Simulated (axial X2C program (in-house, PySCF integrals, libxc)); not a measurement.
## Outer orbitals of CoF⁺ at 1.689 Å, PBE0

Calculated with an in-house relativistic program for diatomic molecules. Spin-free means the one-electron spin-free X2C Hamiltonian; two-component (2c) means X2C with spin–orbit coupling and atomic mean-field two-electron Coulomb and Gaunt terms, so the difference of the two also holds small scalar two-electron terms. Basis: Co dyall-cv3z [9s10p6d3f2g], F dyall-av3z [7s6p3d2f] (cores contracted in-house); Gaussian nuclei, density fitting, unrestricted open shells. Masses: Co 58.933 u, F 18.998 u.

The distance is close to the 2c PBE0 minimum; the highest filled and lowest empty levels are listed.

Spin-free orbitals, state M_S = 3/2, Λ = 3 (beyond evenly filled blocks: σα, π+α, π+β, π-α, δ+α, δ+β, δ-α) (Löwdin shares):

```json
{"symmetry": "σα", "occupied": "yes", "ε (eV)": "-21.29", "atomic character": "66% Co d, 30% F p, 3% F s"}
{"symmetry": "π+α", "occupied": "yes", "ε (eV)": "-20.34", "atomic character": "80% Co d, 18% F p"}
{"symmetry": "π-α", "occupied": "yes", "ε (eV)": "-20.34", "atomic character": "80% Co d, 18% F p"}
{"symmetry": "δ+α", "occupied": "yes", "ε (eV)": "-19.63", "atomic character": "100% Co d"}
{"symmetry": "δ-α", "occupied": "yes", "ε (eV)": "-19.63", "atomic character": "100% Co d"}
{"symmetry": "σβ", "occupied": "yes", "ε (eV)": "-18.90", "atomic character": "79% F p, 14% Co d, 3% Co s"}
{"symmetry": "π+β", "occupied": "yes", "ε (eV)": "-18.63", "atomic character": "52% F p, 46% Co d"}
{"symmetry": "π-β", "occupied": "yes", "ε (eV)": "-17.54", "atomic character": "82% F p, 16% Co d"}
{"symmetry": "σα", "occupied": "yes", "ε (eV)": "-17.39", "atomic character": "58% F p, 29% Co d, 10% Co s"}
{"symmetry": "π-α", "occupied": "yes", "ε (eV)": "-17.16", "atomic character": "77% F p, 20% Co d, 3% Co p"}
{"symmetry": "π+α", "occupied": "yes", "ε (eV)": "-17.16", "atomic character": "77% F p, 20% Co d, 3% Co p"}
{"symmetry": "δ+β", "occupied": "yes", "ε (eV)": "-16.97", "atomic character": "100% Co d"}
{"symmetry": "π+β", "occupied": "yes", "ε (eV)": "-15.90", "atomic character": "54% Co d, 43% F p, 2% Co p"}
{"symmetry": "π-β", "occupied": "no", "ε (eV)": "-11.22", "atomic character": "83% Co d, 13% F p, 2% Co p"}
{"symmetry": "δ-β", "occupied": "no", "ε (eV)": "-10.99", "atomic character": "100% Co d"}
{"symmetry": "σβ", "occupied": "no", "ε (eV)": "-10.98", "atomic character": "53% Co d, 34% Co s, 10% F p"}
{"symmetry": "σα", "occupied": "no", "ε (eV)": "-10.64", "atomic character": "59% Co s, 23% Co p, 11% F p"}
```

Spinors with spin–orbit coupling (state Ω = 9/2):

```csv
ω,occupied,ε (eV),atomic character,λ mixture
1/2,yes,-21.28,"66% Co d, 30% F p, 3% F s",100% σ
-1/2,yes,-20.37,"81% Co d, 18% F p",100% π
3/2,yes,-20.30,"80% Co d, 19% F p",100% π
-3/2,yes,-19.70,100% Co d,100% δ
5/2,yes,-19.56,100% Co d,100% δ
-1/2,yes,-18.89,"79% F p, 14% Co d, 3% Co s",100% σ
1/2,yes,-18.65,"52% F p, 47% Co d",100% π
-3/2,yes,-17.52,"82% F p, 16% Co d",100% π
1/2,yes,-17.38,"58% F p, 29% Co d, 10% Co s",100% σ
-1/2,yes,-17.18,"77% F p, 20% Co d, 3% Co p",100% π
3/2,yes,-17.14,"70% F p, 27% Co d, 2% Co p","91% π, 9% δ"
3/2,yes,-17.02,"93% Co d, 7% F p","91% δ, 9% π"
1/2,yes,-15.92,"53% Co d, 44% F p, 2% Co p",100% π
-3/2,no,-11.19,"83% Co d, 13% F p, 2% Co p",100% π
-1/2,no,-10.98,"53% Co d, 34% Co s, 10% F p",100% σ
-5/2,no,-10.93,100% Co d,100% δ
1/2,no,-10.64,"59% Co s, 23% Co p, 11% F p",100% σ
```

(1) How does the gap between the highest filled and lowest empty level change from the spin-free to the 2c table?

Mulliken charges and populations of the two-component result (they depend on the basis, above all on diffuse functions):

Co 1.53 e (s 6.14 p 12.08 d 7.25), F -0.53 e (s 4.03 p 5.48 d 0.02). ⟨Lz⟩ = 3.00 ħ and ⟨Sz⟩ = 1.50 ħ (1.39 and 0.11 on the two atoms), which add up to Ω.

One determinant describes the state; a PBE0 search over occupations chose it and may have missed a lower one. Density functionals use the spin component along the axis (collinear). Other states lie close and PBE0, whose exact exchange favours high spin, may order them wrongly; the determinant shown need not be the ground state. The nearest other spin-free determinant of the search, M_S = 3/2, Λ = 0, lies 0.08 eV up at the distance of the search. Without a current term, density functionals place determinants with orbital angular momentum somewhat too high. With several unpaired electrons one determinant need not be a pure state.

Answers

(1) From 4.68 to 4.73 eV at PBE0, a change of 0.05 eV.
